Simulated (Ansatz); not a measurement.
Ansatz (a first-principles code) input (B97M-V/def2-TZVPD):

Ansatz 0.2 input:
```yaml
crystal:
  periodic: [false, false, false]
  atoms:
    - {symbol: Si, position_ang: [0.13978535, -0.05230180, 0.57272522]}
    - {symbol: Cl, position_ang: [-1.30687380, -0.11801017, -0.92305964]}
    - {symbol: O, position_ang: [0.94110608, 1.38791913, 0.56907792]}
    - {symbol: O, position_ang: [1.26413083, -1.20099805, 0.26040512]}
    - {symbol: H, position_ang: [0.43016624, 2.19803489, 0.65740915]}
    - {symbol: H, position_ang: [2.18779839, -0.95500529, 0.38058720]}
basis:
  gaussian:
    orbitals: def2-TZVPD
hamiltonian:
  xc: {name: B97M-V}
magnetization: {spin_polarized: true, initial_magnetization: 1}
output: {forces: true}
```

End of the output:

```
mean field evaluation 2: about -24472.5063 eV, gradient 1.1e2 eV
mean field evaluation 4: about -24525.5403 eV, gradient 5.8e0 eV
mean field evaluation 8: about -24525.6894 eV, gradient 1.6e-1 eV
mean field evaluation 16: about -24525.6764 eV, gradient 3.6e-4 eV
mean field -24525.67639184 eV, -901.3019832995 hartree, gradient 8.1e-5 eV, S^2 0.751916; 0 other end points of the search recorded, 0 dependent functions left out
the calculation of the forces begins
reference -24525.67648326 eV, -901.3019866591 hartree; 25, 24 occupied and 162, 163 virtual orbitals, 1025 factors
Total energy: -24525.67648326 eV, -901.3019866591 hartree
Atom 0 at     0.139785    -0.052302     0.572725 Å, force     0.140110     0.096881    -0.199220 eV/Å
Atom 1 at    -1.306874    -0.118010    -0.923060 Å, force     0.208139    -0.007762     0.192794 eV/Å
Atom 2 at     0.941106     1.387919     0.569078 Å, force    -0.180223    -0.099745    -0.003337 eV/Å
Atom 3 at     1.264131    -1.200998     0.260405 Å, force    -0.026121     0.224942     0.019606 eV/Å
Atom 4 at     0.430166     2.198035     0.657409 Å, force     0.070486    -0.205854    -0.013630 eV/Å
Atom 5 at     2.187798    -0.955005     0.380587 Å, force    -0.212390    -0.008462     0.003787 eV/Å
Dipole moment:     0.216837     0.325576     0.243692 e Å
```

It need not be the lowest isomer of its formula.
